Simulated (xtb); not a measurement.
C3H4O3, SMILES O=C1OCCO1. All values are semi-empirical tight-binding results from xtb (GFN2-xTB unless named), good for trends rather than for accurate numbers. The structure is a stationary point at GFN2-xTB. The values are those of a single conformer.

Optimised geometry:

```xyz
10

O      0.0000     0.0000     2.0263
C      0.0000     0.0000     0.8424
O      0.0000     1.1081     0.0805
C      0.0000     0.7712    -1.2928
C      0.0000    -0.7712    -1.2928
O      0.0000    -1.1081     0.0805
H      0.8926     1.1956    -1.7599
H     -0.8926     1.1956    -1.7599
H     -0.8926    -1.1956    -1.7599
H      0.8926    -1.1956    -1.7599
```

Q: Estimate the properties. (Estimate from the structure and the level; the computed values follow.)

A: 
```yaml
point_group_as_xtb_finds_it: C2v
orbital_gap: 6.32 eV
dipole_moment: 5.79 D
zero_point_energy: 45.2 kcal/mol
G − E(el) at 298.15 K (modified RRHO): 27.5 kcal/mol
static polarisability (D4 model): 46.5 bohr³
solvation energy, GFN2-xTB/ALPB(water): -5.7 kcal/mol
solvation energy, GFN2-xTB/ALPB(acetonitrile): -8.7 kcal/mol
```

Computed IR lines (harmonic; lines under 4 % of the strongest left out, lines within 3 cm⁻¹ merged):
ν (cm⁻¹): 704 (w), 1062 (m), 1094 (m), 1097 (m), 1288 (w), 1863 (vs) (against the strongest line: vs over 80 %, s over 45 %, m over 15 %, w over 4 %, vw less)

Q: Give the atomic charges and the Wiberg bond orders between heavy atoms. (The exact figures need the calculation; the answer reports its results.)

A: charges (e) O1 -0.37, C2 0.49, O3 -0.27, C4 0.06, C5 0.06, O6 -0.27, H7 0.07, H8 0.07, H9 0.07, H10 0.07. Bond orders O1–C2 1.74, C2–O3 1.07, O3–C4 0.97, C4–C5 0.99, C2–O6 1.07, C5–O6 0.97.
